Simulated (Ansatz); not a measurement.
BeCl2, SMILES [Cl][Be][Cl].

Coordinates come from a B3LYP-D3(BJ)/def2-TZVP optimisation. The isomer is the one that the SMILES or the coordinates give; other isomers of the formula were not compared.

Two levels are set side by side: PBE/def2-TZVPD (Ansatz, a program for electronic structure) and CAM-B3LYP/def2-TZVPD (Ansatz). Energy differences of separate SCF runs at the same geometry; the states with an electron removed or added have multiplicity 2 and 2. Differences are taken from unrounded values.

```json
[
 {"quantity": "vertical ionisation energy (eV)", "CAM-B3LYP": "12.15", "PBE": "11.50", "PBE minus CAM-B3LYP": "-0.65"},
 {"quantity": "vertical singlet–triplet gap (eV)", "CAM-B3LYP": "7.63", "PBE": "6.78", "PBE minus CAM-B3LYP": "-0.84"}
]
```
